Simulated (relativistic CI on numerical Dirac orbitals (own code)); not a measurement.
## One change at a time: I6+

Base calculation: Dirac-Coulomb-Breit CI, orbitals from a KLI potential per configuration, model QED, unscaled Slater integrals.

Configurations in the expansion (outside the closed core [Kr]): 4d10.5s, 4d10.5p, 4d10.5d, 4d10.5f, 4d10.4f, 4d10.5g, 4d10.6s, 4d10.6p, 4d9.5s2, 4d9.5s.4f, 4d10.6d, 4d10.7s, 4d9.5s.5p, 4d10.7p, 4d10.6f, 4d10.7d, 4d10.8s, 4d10.9s, 4d9.5s.5d, 4d9.5s.6s, 4d9.5s.6p, 4d9.5s.6d. Double excitations out of closed p, d and f shells are left out; levels of such configurations are missing from the list, as are those of other unlisted configurations, and high levels can miss mixing partners.

Variants: (1) non-relativistic limit. Shifts of the energy above 4d10.5s 2S_1/2, in cm⁻¹, for the lowest level and the first level of each name with at least 55 % of one term (blank where a level changes its place among those of its configuration and J or its character, or is not in the variant):

```tsv
Level	Base	Δ(1)	Measured
4d10.5s 2S_1/2	0	0	0
4d10.5p 2P°_1/2	99753	-6143	104960
4d10.5p 2P°_3/2	114299	-20688	119960
4d10.5d 2D_3/2	267545	-22381	274020
4d10.5d 2D_5/2	269661	-24497	276250
4d10.4f 2F°_5/2	270258	-27579	
4d10.4f 2F°_7/2	270260	-27581	
4d10.6s 2S_1/2	326446	-14462	
4d9.5s2 2D_5/2	367215	+41552	
4d10.6p 2P°_1/2	367306	-16337	
4d10.6p 2P°_3/2	372865	-21896	
4d9.5s2 2D_3/2	381035	+27732	
4d10.5f 2F°_5/2	428535	-24589	
4d10.5f 2F°_7/2	428751	-24806
```

At this charge configurations can still be misplaced by up to about 7 % of their energy. Levels and lines within the n = 5 or 6 shells can be off by up to 10 % or somewhat more, and those that change n by about 2 %, since core polarisation is missing. 4 of the 4 excited levels that our extract of the measured tables holds in this range could be paired (the sources list more); they are missed by 5983 cm⁻¹ on average and 6589 at most, and levels without a partner can miss by more.

Measured levels: Moore, Atomic Energy Levels, vol. III, NSRDS-NBS 35 (1971 reprint of NBS Circular 467, 1958).

Ionisation energy from the two ground configurations alone: base 85.84 eV. The NIST ASD value (semi-empirical) is 87.61 eV. The gap of more than 2 % comes from missing correlation, or from a tabulated value that is itself an estimate.

LS names give the leading component of a level, which can be under half, so a name can repeat, a term be missing and a line seem to break the LS rules.
